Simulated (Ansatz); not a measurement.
Harmonic frequencies (cm⁻¹) at PBE0-D4/def2-TZVP from Ansatz: 50, 63, 82, 95, 148, 331, 353, 475, 505, 509, 620, 725, 742, 856, 932, 940, 952, 958, 988, 1021, 1986, 2178, 2212, 2215, 2219, 2224, 2226.

Each molecule was computed in one conformer, which needn't be the lowest.

Which molecule is it?
A. `[SiH3][O][GaH][SiH3]`
B. `[SiH3]O[SiH2][GaH2]`
C. `CB1C[SiH2]1`
D. `C#CN1CS[SiH2]1`

A.
